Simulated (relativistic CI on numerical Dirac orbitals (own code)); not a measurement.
# d2 in a ligand field

Computed with a parametric ligand-field model of a d^n configuration (Racah B and C, spin-orbit zeta, crystal field), exact diagonalisation.

Field parameters in Wybourne normalisation: Oh B⁴₀ = 21Dq, B⁴₄ = √(5/14) B⁴₀. The field is a parameter set, without covalency.

Problem. Lowest levels for B = 490, C = 2140, ζ = 720 cm⁻¹, Oh, 10Dq = 22000 cm⁻¹?

Solution. E 0 (S 1.00), T2 33 (S 1.00), T1 945 (S 1.00), A1 1342 (S 1.00), T2 7916 (S 0.02), E 8024 (S 0.02), A1 17512 (S 0.02), A2 21039 (S 1.00), T2 21236 (S 1.00) cm⁻¹, with S from ⟨S²⟩ = S(S + 1). The ground level has 0.02 electrons in the cubic e pair.

Problem. Lowest levels for B = 720, C = 2690, ζ = 850 cm⁻¹, Oh, 10Dq = 10150 cm⁻¹?

Solution. E 0 (S 1.00), T2 127 (S 1.00), T1 1352 (S 1.00), A1 1968 (S 1.00), T2 9068 (S 0.84), A2 9479 (S 1.00), T1 10162 (S 1.00), E 10249 (S 1.00), E 11233 (S 0.05) cm⁻¹, with S from ⟨S²⟩ = S(S + 1). The ground level has 0.08 electrons in the cubic e pair.

Problem. Lowest levels for B = 300, C = 1450, ζ = 850 cm⁻¹, Oh, 10Dq = 19250 cm⁻¹?

Solution. E 0 (S 0.99), T2 42 (S 0.99), T1 1120 (S 1.00), A1 1509 (S 0.99), T2 5445 (S 0.04), E 5520 (S 0.04), A1 11922 (S 0.04), A2 18755 (S 1.00), T2 18967 (S 1.00) cm⁻¹, with S from ⟨S²⟩ = S(S + 1). The ground level has 0.02 electrons in the cubic e pair.

Problem. Lowest levels for B = 730, C = 2570, ζ = 120 cm⁻¹, Oh, 10Dq = 14250 cm⁻¹?

Solution. E 0 (S 1.00), T2 2 (S 1.00), T1 163 (S 1.00), A1 242 (S 1.00), T2 10023 (S 0.01), E 10259 (S 0.00), A2 12968 (S 1.00), T2 13005 (S 1.00), T1 13058 (S 1.00) cm⁻¹, with S from ⟨S²⟩ = S(S + 1). The ground level has 0.04 electrons in the cubic e pair.

Problem. Lowest levels for B = 500, C = 2060, ζ = 550 cm⁻¹, Oh, 10Dq = 9500 cm⁻¹?

Solution. E 0 (S 1.00), T2 56 (S 1.00), T1 820 (S 1.00), A1 1192 (S 1.00), T2 7571 (S 0.30), E 8040 (S 0.03), A2 8836 (S 1.00), T2 9263 (S 0.87), T1 9264 (S 1.00) cm⁻¹, with S from ⟨S²⟩ = S(S + 1). The ground level has 0.06 electrons in the cubic e pair.
